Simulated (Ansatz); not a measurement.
Reaction (formal exchange of groups at a C–C bond): `C[CH2][Ga]([Cl])[Cl]` + `CC(C)C(C)(C)C` → `CC(C)(C)C(C)(C)C` + `[CH3][Ga]([Cl])[Cl]`

Program: Ansatz. Geometries: PBE0-D4/def2-TZVP. ΔE: electronic, gas phase. CBS: MP2 limit from def2 TZ/QZ plus the TZ coupled-cluster correction, frozen cores. Functionals use def2-TZVPP. B3LYP here is the variant with VWN-RPA as its local correlation; programs differ in this. HSE06 is defined as in plane-wave codes. For Ga outer-core shells are correlated without core-valence functions, which leaves a few kJ/mol of doubt a bond. Scalar relativity is left out up to krypton. Each species was taken in one conformer, which may not be the lowest.

| level | ΔE (kJ/mol) | difference from CCSD(T)/CBS |
| --- | --- | --- |
| LDA (SPW92) | -12.6 | -2.8 |
| PBE-D4 | -3.1 | 6.7 |
| BLYP-D4 | -2.0 | 7.8 |
| r2SCAN-D4 | -8.2 | 1.6 |
| B97M-V | -10.7 | -0.9 |
| B3LYP-D4 | -2.7 | 7.1 |
| r2SCANh-D4 | -8.3 | 1.5 |
| r2SCAN0-D4 | -8.5 | 1.3 |
| HSE06-D4 | -4.4 | 5.4 |
| BHLYP-D4 | -3.6 | 6.2 |
| ωB97X-V | -8.7 | 1.1 |
| ωB97M-V | -11.1 | -1.3 |
| B2PLYP | -2.6 | 7.2 |
| PBE-QIDH | -8.7 | 1.1 |
| PBE | 2.6 | 12.4 |
| revPBE | 9.9 | 19.7 |
| BLYP | 10.0 | 19.8 |
| r2SCAN | -6.2 | 3.6 |
| PBE0 | -0.1 | 9.7 |
| B3LYP | 6.0 | 15.8 |
| r2SCANh | -6.3 | 3.5 |
| r2SCAN0 | -6.4 | 3.4 |
| HSE06 | 0.2 | 10.0 |
| BHLYP | 2.0 | 11.8 |
| CAM-B3LYP | -0.2 | 9.6 |
| LC-ωPBE | -4.2 | 5.6 |
| RPA@PBE/def2-TZVPP | -11.5 | -1.7 |
| HF/def2-SVP | 7.0 | 16.8 |
| MP2/def2-SVP | -13.3 | -3.5 |
| CCSD/def2-SVP | -7.9 | 1.9 |
| CCSD(T)/def2-SVP | -10.4 | -0.6 |
| MP2/def2-TZVPP | -16.1 | -6.3 |
| SCS-MP2/def2-TZVPP | -11.0 | -1.2 |
| CCSD(T)/def2-TZVPP | -12.5 | -2.7 |
| HF/def2-QZVPP | 6.7 | 16.5 |
| MP2/def2-QZVPP | -14.5 | -4.7 |
| SCS-MP2/def2-QZVPP | -9.6 | 0.2 |
| HF/CBS(def2) | 6.7 | 16.5 |
| MP2/CBS(def2) | -13.3 | -3.5 |
| CCSD/CBS(def2) | -6.8 | 3.0 |
| CCSD(T)/CBS | -9.8 | 0 |

Largest T1 diagnostic among the species: 0.011.

In def2-TZVPP, CCSD(T) changes the Hartree–Fock value by −19.3 kJ/mol (the triples alone add −3.0 kJ/mol) and MP2 by −22.8 kJ/mol. Leaving LDA and LC-ωPBE aside and taking each functional with its dispersion term where it has one, the values spread over 9.1 kJ/mol, from ωB97M-V to BLYP-D4. LDA lies −15.2 kJ/mol from PBE without D4.
